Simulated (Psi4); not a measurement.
H₆GeSi, charge -1, doublet, at the geometry of the source list (a state made from the parent by changing its charge; the spin is typed, not shown lowest) (a gas-phase anion, which may not be bound at this level); REVPBE/def2-SVP (Psi4).

Here is a job for Psi4.
```
memory 2 GB

molecule {
-1 2
Si   -1.21110000    0.12330000    0.02170000
Ge    1.10560000   -0.10820000   -0.02010000
H    -1.78150000   -0.70980000    1.08100000
H    -1.58220000    1.51630000    0.26670000
H    -1.77570000   -0.29520000   -1.26210000
H     1.61100000   -1.42550000   -0.54140000
H     1.84580000    0.89320000   -0.85840000
H     1.78820000    0.00600000    1.31260000
}

set {
  basis def2-svp
  reference uks
  scf_type pk
  puream true
  d_convergence 1e-8
  dft_radial_points 99
  dft_spherical_points 590
}

energy('revpbe')
print_variables()
```

Question: What does Psi4 print? Leave out banner, timings and long lists.

Answer: 
```
   => Loading Basis Set <=

    Name: DEF2-SVP
    Role: ORBITAL
    Keyword: BASIS

         ---------------------------------------------------------
                                   SCF
               by Justin Turney, Rob Parrish, Andy Simmonett
                          and Daniel G. A. Smith
                              UKS Reference
         ---------------------------------------------------------

  ==> Geometry <==

    Molecular point group: c1
    Full point group: C1

    Geometry (in Angstrom), charge = -1, multiplicity = 2:

       Center              X                  Y                   Z               Mass
    ------------   -----------------  -----------------  -----------------  -----------------
         SI          -1.655315114410     0.165579229828     0.029855342469    27.976926534650
         GE           0.661384885590    -0.065920770172    -0.011944657531    73.921177761000
         H           -2.225715114410    -0.667520770172     1.089155342469     1.007825032230
         H           -2.026415114410     1.558579229828     0.274855342469     1.007825032230
         H           -2.219915114410    -0.252920770172    -1.253944657531     1.007825032230
         H            1.166784885590    -1.383220770172    -0.533244657531     1.007825032230
         H            1.401584885590     0.935479229828    -0.850244657531     1.007825032230
         H            1.343984885590     0.048279229828     1.320755342469     1.007825032230

  Running in c1 symmetry.

  Rotational constants: A =      1.49658  B =      0.12473  C =      0.12472 [cm^-1]
  Rotational constants: A =  44866.34162  B =   3739.31625  C =   3738.94471 [MHz]
  Nuclear repulsion =  176.299913331175418

  Charge       = -1
  Multiplicity = 2
  Electrons    = 53
  Nalpha       = 27
  Nbeta        = 26

  ==> Algorithm <==

  SCF Algorithm Type is PK.
  DIIS enabled.
  MOM disabled.
  Fractional occupation disabled.
  Guess Type is SAD.
  Energy threshold   = 1.00e-06
  Density threshold  = 1.00e-08
  Integral threshold = 1.00e-12

  ==> Primary Basis <==

  Basis Set: DEF2-SVP
    Blend: DEF2-SVP
    Number of shells: 38
    Number of basis functions: 80
    Number of Cartesian functions: 84
    Spherical Harmonics?: true
    Max angular momentum: 2

  ==> DFT Potential <==

   => LibXC <=

    Version 7.1.2
    S. Lehtola, C. Steigemann, M. J. T. Oliveira, and M. A. L. Marques,  SoftwareX 7, 1–5 (2018) (10.1016/j.softx.2017.11.002)

   => Composite Functional: REVPBE <=

    revPBE GGA Exchange-Correlation Functional

    Y. Zhang and W. Yang, Phys. Rev. Lett. 80, 890, 1998

    Deriv               =              1
    GGA                 =           TRUE
    Meta                =          FALSE

    Exchange Hybrid     =          FALSE
    MP2 Hybrid          =          FALSE

   => Exchange Functionals <=

    1.0000   XC_GGA_X_PBE_R

   => Correlation Functionals <=

    1.0000     XC_GGA_C_PBE

   => LibXC Density Thresholds  <==

    XC_GGA_C_PBE:  1.00E-12
    XC_GGA_X_PBE_R:  1.00E-15

   => Molecular Quadrature <=

    Radial Scheme          =       TREUTLER
    Pruning Scheme         =           NONE
    Nuclear Scheme         =       TREUTLER

    Blocking Scheme        =         OCTREE
    BS radius alpha        =              1
    Pruning alpha          =              1
    Radial Points          =             99
    Spherical Points       =            590
    Total Points           =         442986
    Total Blocks           =           3183
    Max Points             =            256
    Max Functions          =             79
    Weights Tolerance      =       1.00E-15

  ==> Integral Setup <==

  Using in-core PK algorithm.
   Calculation information:
      Number of atoms:                   8
      Number of AO shells:              38
      Number of primitives:             78
      Number of atomic orbitals:        84
      Number of basis functions:        80

      Integral cutoff                 1.00e-12
      Number of threads:                 1

  Performing in-core PK
  Using 10500840 doubles for integral storage.
  We computed 254814 shell quartets total.
  Whereas there are 274911 unique shell quartets.

  ==> DiskJK: Disk-Based J/K Matrices <==

    J tasked:                  Yes
    K tasked:                   No
    wK tasked:                  No
    Schwarz Cutoff:          1E-12

  Minimum eigenvalue in the overlap matrix is 4.5046966436E-03.
  Reciprocal condition number of the overlap matrix is 9.9207918044E-04.
    Using symmetric orthogonalization.

  ==> Pre-Iterations <==

  SCF Guess: Superposition of Atomic Densities via on-the-fly atomic UHF (no occupation information).

   -------------------------
    Irrep   Nso     Nmo
   -------------------------
     A         80      80
   -------------------------
    Total      80      80
   -------------------------

  ==> Iterations <==

                        Total Energy        Delta E     RMS |[F,P]|

   @UKS iter SAD: -2366.37446611893392   -2.36637e+03   0.00000e+00
   @UKS iter   1: -2367.61371548284615   -1.23925e+00   3.18969e-02 ADIIS/DIIS
   @UKS iter   2: -2317.77000757191036    4.98437e+01   1.54681e-01 ADIIS
   @UKS iter   3: -2367.06487713018987   -4.92949e+01   4.54533e-02 ADIIS/DIIS
   @UKS iter   4: -2369.35673792620219   -2.29186e+00   4.76778e-03 ADIIS/DIIS
   @UKS iter   5: -2369.37452159350687   -1.77837e-02   2.42503e-03 ADIIS/DIIS
   @UKS iter   6: -2369.41684975465796   -4.23282e-02   4.46898e-04 ADIIS/DIIS
   @UKS iter   7: -2369.41800005625146   -1.15030e-03   1.39321e-04 ADIIS/DIIS
   @UKS iter   8: -2369.41810934752812   -1.09291e-04   2.57149e-05 DIIS
   @UKS iter   9: -2369.41811464205421   -5.29453e-06   8.91539e-06 DIIS
   @UKS iter  10: -2369.41811650100090   -1.85895e-06   7.65407e-06 DIIS
   @UKS iter  11: -2369.41811754321225   -1.04221e-06   4.96949e-06 DIIS
   @UKS iter  12: -2369.41811974821849   -2.20501e-06   5.18796e-06 DIIS
   @UKS iter  13: -2369.41812279542637   -3.04721e-06   2.49835e-06 DIIS
   @UKS iter  14: -2369.41812363507870   -8.39652e-07   1.49610e-06 DIIS
   @UKS iter  15: -2369.41812375407744   -1.18999e-07   5.83760e-07 DIIS
   @UKS iter  16: -2369.41812377255565   -1.84782e-08   2.77155e-07 DIIS
   @UKS iter  17: -2369.41812377281394   -2.58296e-10   1.12279e-07 DIIS
   @UKS iter  18: -2369.41812377318911   -3.75167e-10   6.03591e-08 DIIS
   @UKS iter  19: -2369.41812377321548   -2.63753e-11   1.22562e-08 DIIS
   @UKS iter  20: -2369.41812377321912   -3.63798e-12   5.83651e-09 DIIS
  Energy and wave function converged.

  ==> Post-Iterations <==

   Electrons on quadrature grid:
      Nalpha   =   26.9999993057 ; deviation = -6.943e-07
      Nbeta    =   25.9999998541 ; deviation = -1.459e-07
      Ntotal   =   52.9999991598 ; deviation = -8.402e-07

   @Spin Contamination Metric:   2.116809716E-03
   @S^2 Expected:                7.500000000E-01
   @S^2 Observed:                7.521168097E-01
   @S   Expected:                5.000000000E-01
   @S   Observed:                5.000000000E-01

    Orbital Energies [Eh]
    ---------------------

    Alpha Occupied:

[...]
    Alpha Virtual:

[...]
    Beta Occupied:

[...]
    Beta Virtual:

[...]
    Final Occupation by Irrep:
              A
    DOCC [    26 ]
    SOCC [     1 ]
    NA   [    27 ]
    NB   [    26 ]

  @UKS Final Energy: -2369.41812377321912

   => Energetics <=

    Nuclear Repulsion Energy =            176.2999133311754179
    One-Electron Energy =               -3661.1985309814972425
    Two-Electron Energy =                1217.6680533651137921
    DFT Exchange-Correlation Energy =    -102.1875594880109901
    Empirical Dispersion Energy =           0.0000000000000000
    VV10 Nonlocal Energy =                  0.0000000000000000
    Total Energy =                      -2369.4181237732191221

  UHF NO Occupations:
  HONO-2 :   25  A 1.9997922
  HONO-1 :   26  A 1.9994588
  HONO-0 :   27  A 1.0000000
  LUNO+0 :   28  A 0.0005412
  LUNO+1 :   29  A 0.0002078
  LUNO+2 :   30  A 0.0001057
  LUNO+3 :   31  A 0.0000932

Computation Completed

Properties will be evaluated at   0.000000,   0.000000,   0.000000 [a0]

Properties computed using the SCF density matrix

 Multipole Moments:

 ------------------------------------------------------------------------------------
     Multipole            Electronic (a.u.)      Nuclear  (a.u.)        Total (a.u.)
 ------------------------------------------------------------------------------------

 L = 1.  Multiply by 2.5417464519 to convert [e a0] to [Debye]
 Dipole X            :          9.3681101           -8.6356439            0.7324662
 Dipole Y            :         -0.9007475            0.8453122           -0.0554354
 Dipole Z            :         -0.1449648            0.1569943            0.0120295
 Magnitude           :                                                    0.7346594

 ------------------------------------------------------------------------------------

  Variable Map:
  ----------------------------------------------------------------------------
[...]
  Array Variable Map:
  ----------------------------------------------------------------------------
[...]
[...]
```
